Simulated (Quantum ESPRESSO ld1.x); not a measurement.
One sound ld1.x (Quantum ESPRESSO 7.5) input for neutral indium gives E = -5742.091 hartree in 38 iterations:

```
 &input
    zed=49.0,
    iswitch=1,
    rel=0,
    dft='PBE',
    config='[Kr] 4d10 5s2 5p1',
    prefix='ld1',
    max_out_wfc=37,
    file_charge='ld1.rho',
 /
```

Changed or added lines, one case at a time, and what came of them:

- beta=0.01: not converged. So little new potential is mixed in that the limit of 200 iterations comes first; the energy is off by +0.05519 hartree.
- config='[Kr] 4d10 5s2 5p1 6p4': not converged. The string holds 53 electrons for Z = 49, so the species has charge -4 and is not the one meant. The extra electrons are not bound, and the cycle does not converge.
- rel=2 relpert=.true.: refused. The program stops in ld1_readin with "perturbative SO-splitting for AE calculations with rel=0 only": the perturbative correction needs rel = 0.
- iswitch=5: refused. The program stops in ld1_readin with "wrong iswitch": iswitch takes 1 to 4.
- rel=4: refused. The program stops in ld1_readin with "wrong rel": rel takes 0, 1 or 2.
- atom='Jo' (without zed): crashed. The symbol names no element; the program warns, takes a nuclear charge of zero and dies without a result.
- config='[Kr] 4d10 5s2 5p1 8s1': refused. The program stops in el_config with "wrong main quantum number": the config string takes n from 1 to 7 alone.
